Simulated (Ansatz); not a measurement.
`[OH][GaH][Cl]` + Cl• → `[O][GaH][Cl]`• + HCl  (hydrogen abstraction from the O–H bond)

Gas-phase electronic energies from Ansatz, PBE0-D4/def2-TZVP geometries. CCSD(T)/CBS adds triple-zeta CCSD(T) − MP2 to the extrapolated MP2 energy (def2 sets, frozen cores). This one scheme is used for every species, atoms too. DFT in def2-TZVPP. No spin–orbit coupling; open shells (•) take unrestricted orbitals. Spin–orbit coupling would lower the free atoms: a little for Cl. For Ga outer-core shells are correlated without core-valence functions, so the limit isn't a true one: a few kJ/mol of doubt a bond, and 10 to 20 or more in all where bonds break to atoms. Scalar relativity is left out up to krypton. One conformer a species, not always the lowest.

```tsv
level	ΔE (kcal/mol)
r2SCAN-D4	14.4
B97M-V	13.0
PBE-QIDH	18.6
HF/def2-TZVPP	11.8
```

(1) What does CCSD(T)/CBS give? (Best estimate.)

Largest T1 diagnostic among the species: 0.015.

Results:

(1) The calculation gave: +19.7 kcal/mol. The listed levels differ from it by -5.3, -6.7, -1.1, -7.9 kcal/mol.

Leaving LDA and LC-ωPBE aside and taking each functional with its dispersion term where it has one, the values, not all of them listed here, spread over 5.8 kcal/mol, from B97M-V to B2PLYP. LDA lies +3.1 kcal/mol from PBE without D4. In def2-TZVPP, CCSD(T) changes the Hartree–Fock value by +7.4 kcal/mol (the triples alone add +0.2 kcal/mol) and MP2 by +12.2 kcal/mol.

CCSD(T)/CBS has its own doubt, a few kJ/mol and more with outer-core shells, so smaller differences from it don't rank the levels.
